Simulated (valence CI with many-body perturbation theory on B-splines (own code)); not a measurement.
## Level structure of Cu¹⁴⁺

Method: valence CI with perturbative core correlation (CI+MBPT): five valence electrons over a frozen Dirac-Fock core [Ne], a basis of 9 s, 9 p, 8 d, 6 f, 3 g, 1 h functions for each j, with the one-electron correlation potential Σ1, the two-electron term Σ2, the three-electron term Σ3, Breit, model QED; selected CI, second order for the rest, scaled by the run's own slope (own B-spline code, finite nucleus).

No measured spectrum was set against this ion. As an estimate, levels of excited configurations hold to 0.05 to 0.15 % of their energy, terms of the ground configuration to about 0.5 %. Among the levels kept, up to 1600 cm⁻¹ of a level comes from second order outside the variational space, and about a tenth of that is noise between levels of different J, which matters for small intervals.

Levels 1 to 32 of 32, with energies above the lowest level, 3s2.3p3 4S°_3/2. "Leading %" is the weight of the configuration and term that name the level; weights of strongly mixed levels are sums over their largest components and can fall short, so below about 35 % the name and the second component can differ from the true leading terms, or belong to a minority configuration. Lifetimes count E1, E2, E3, M1 and M2 decay at the calculated energies, and are blank where another channel may lead or the interval is too uncertain; long ones can be off by a factor of two.

| No. | Configuration | Term | J | E (cm⁻¹) | Leading % | Lifetime | Second component |
| --- | --- | --- | --- | --- | --- | --- | --- |
| 1 | 3s2.3p3 | 4S° | 3/2 | 0 | 91 |  | 6 % 3s2.3p3 2P° |
| 2 | 3s2.3p3 | 2D° | 3/2 | 48197 | 79 | 3.17 ms | 15 % 3s2.3p3 2P° |
| 3 | 3s2.3p3 | 2D° | 5/2 | 58059 | 97 | 35.4 ms |  |
| 4 | 3s2.3p3 | 2P° | 1/2 | 91492 | 96 | 970 μs |  |
| 5 | 3s2.3p3 | 2P° | 3/2 | 106480 | 76 | 405 μs | 17 % 3s2.3p3 2D° |
| 6 | 3s.3p4 | 4P | 5/2 | 338050 | 87 | 427 ps | 9 % 3s2.3p2.3d 4P |
| 7 | 3s.3p4 | 4P | 3/2 | 355560 | 87 | 378 ps | 10 % 3s2.3p2.3d 4P |
| 8 | 3s.3p4 | 4P | 1/2 | 362330 | 86 | 348 ps | 10 % 3s2.3p2.3d 4P |
| 9 | 3s.3p4 | 2D | 3/2 | 419190 | 73 | 182 ps | 19 % 3s2.3p2.3d 2D |
| 10 | 3s.3p4 | 2D | 5/2 | 424030 | 75 | 214 ps | 19 % 3s2.3p2.3d 2D |
| 11 | 3s2.3p2.3d | 2P | 3/2 | 477940 | 49 | 81.1 ps | 43 % 3s.3p4 2P |
| 12 | 3s.3p4 | 2S | 1/2 | 483390 | 34 | 67.1 ps | 30 % 3s.3p4 2P |
| 13 | 3s.3p4 | 2S | 1/2 | 510950 | 45 | 92.0 ps | 22 % 3s2.3p2.3d 2P |
| 14 | 3s2.3p2.3d | 4F | 3/2 | 514460 | 90 | 1.46 ns | 4 % 3s2.3p2.3d 4D |
| 15 | 3s2.3p2.3d | 4F | 5/2 | 521570 | 86 | 2.61 ns | 9 % 3s2.3p2.3d 4D |
| 16 | 3s2.3p2.3d | 4F | 7/2 | 532210 | 90 | 17.0 ns | 7 % 3s2.3p2.3d 4D |
| 17 | 3s2.3p2.3d | 2F | 5/2 | 536320 | 76 | 3.42 ns | 17 % 3s2.3p2.3d 4D |
| 18 | 3s2.3p2.3d | 4F | 9/2 | 544220 | 92 |  | 5 % 3s2.3p2.3d 2G |
| 19 | 3s2.3p2.3d | 2F | 7/2 | 544300 | 52 | 14.7 ns | 42 % 3s2.3p2.3d 4D |
| 20 | 3s2.3p2.3d | 4D | 1/2 | 544840 | 93 | 471 ps |  |
| 21 | 3s2.3p2.3d | 4D | 3/2 | 546290 | 89 | 489 ps | 5 % 3s2.3p2.3d 4F |
| 22 | 3s2.3p2.3d | 4D | 5/2 | 554320 | 67 | 711 ps | 21 % 3s2.3p2.3d 2F |
| 23 | 3s2.3p2.3d | 4D | 7/2 | 571520 | 48 | 61.4 ns | 41 % 3s2.3p2.3d 2F |
| 24 | 3s2.3p2.3d | 2G | 7/2 | 603000 | 92 | 1.25 ns | 5 % 3s2.3p2.3d 2F |
| 25 | 3s2.3p2.3d | 2P | 3/2 | 608010 | 46 | 11.6 ps | 42 % 3s.3p4 2P |
| 26 | 3s2.3p2.3d | 2G | 9/2 | 609630 | 92 |  | 5 % 3s2.3p2.3d 4F |
| 27 | 3s2.3p2.3d | 4P | 5/2 | 619850 | 81 | 9.60 ps | 8 % 3s.3p4 4P |
| 28 | 3s2.3p2.3d | 4P | 3/2 | 626490 | 73 | 9.76 ps | 8 % 3s.3p4 4P |
| 29 | 3s2.3p2.3d | 4P | 1/2 | 627690 | 37 | 10.6 ps | 31 % 3s2.3p2.3d 2P |
| 30 | 3s2.3p2.3d | 4P | 1/2 | 634180 | 46 | 9.47 ps | 24 % 3s2.3p2.3d 2P |
| 31 | 3s2.3p2.3d | 2D | 3/2 | 639100 | 75 | 37.6 ps | 10 % 3s2.3p2.3d 4P |
| 32 | 3s2.3p2.3d | 2D | 5/2 | 656580 | 81 | 16.6 ps | 10 % 3s.3p4 2D |

Names give the largest LS component (configuration and term), which can be under half, so a name can repeat, a term be missing and a line seem to break the LS rules; names also repeat where a configuration has a term twice.

The ionisation energy to 3s2.3p2 3P_0 of the next ion comes out as 478.23 eV (NIST: 483.1 ± 0.9 eV (semi-empirical), further off than twice its uncertainty). All 32 levels together are meant to be complete up to 664560 cm⁻¹.
